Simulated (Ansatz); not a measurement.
Consider the substitution at a C–O bond: `OCO` + `[SiH3]S` → `OCS[SiH3]` + H₂O.

Computed with Ansatz on PBE0-D4/def2-TZVP structures; ΔE is electronic, products minus reactants. CCSD(T)/CBS is the MP2 limit (def2-TZVPP, def2-QZVPP) plus CCSD(T) − MP2 in def2-TZVPP, frozen cores. This one scheme is used for every species. DFT in def2-TZVPP. B3LYP here is the variant with VWN-RPA as its local correlation; programs differ in this. One conformer a species, not always the lowest.

`OCO`:

Z-matrix (Å, degrees):
```
C
O 1 1.397
O 1 1.396 2 112.9
H 1 1.095 2 105.2 3 -122.5
H 1 1.095 2 112.0 3 118.6
H 2 0.962 1 107.9 3 -61.7
H 3 0.962 1 107.9 2 -61.7
```

`[SiH3]S`:

```xyz
6

Si    0.281    0.037   -0.445
S    -0.225   -0.672    1.506
H    -0.788   -0.263   -1.431
H     1.520   -0.693   -0.805
H     0.536    1.500   -0.446
H    -1.324    0.092    1.621
```

`OCS[SiH3]`:

Cartesian coordinates in Å:
```
O 0.752 0.251 -1.939
C 1.078 0.662 -0.653
S 1.095 -0.684 0.600
Si -0.962 -0.653 1.134
H -0.142 -0.103 -1.939
H 2.101 1.033 -0.686
H 0.427 1.463 -0.286
H -1.192 -1.789 2.058
H -1.822 -0.811 -0.074
H -1.334 0.631 1.785
```

H₂O:

Cartesian coordinates in Å:
```
O 0.130 -0.349 0.112
H 0.651 0.396 -0.195
H -0.780 -0.046 0.083
```

| level | ΔE (kJ/mol) | difference from CCSD(T)/CBS |
| --- | --- | --- |
| r2SCAN-D4 | -1.2 | 5.0 |
| PBE0-D4 | -2.7 | 3.5 |
| B3LYP-D4 | -0.3 | 5.9 |
| ωB97X-V | 4.7 | 10.9 |
| ωB97M-V | 1.5 | 7.7 |
| B2PLYP | 4.2 | 10.4 |
| r2SCAN | 0.3 | 6.5 |
| B3LYP | 8.6 | 14.8 |
| HF/def2-TZVPP | 22.3 | 28.5 |
| SCS-MP2/def2-TZVPP | 1.1 | 7.3 |
| CCSD(T)/def2-TZVPP | 1.7 | 7.9 |
| MP2/def2-QZVPP | -10.3 | -4.1 |
| SCS-MP2/def2-QZVPP | -3.6 | 2.6 |
| HF/CBS(def2) | 21.2 | 27.4 |
| MP2/CBS(def2) | -13.3 | -7.1 |
| CCSD/CBS(def2) | -2.2 | 4.0 |
| CCSD(T)/CBS | -6.2 | 0 |

Largest T1 diagnostic among the species: 0.012.

The D4 term adds −8.9 kJ/mol with B3LYP and −4.9 kJ/mol with PBE0; it sums over pairs of atoms, weighted by their polarisabilities, and B3LYP, whose exchange is more repulsive, gets the larger term. In def2-TZVPP, CCSD(T) changes the Hartree–Fock value by −20.6 kJ/mol (the triples alone add −4.0 kJ/mol) and MP2 by −27.7 kJ/mol.
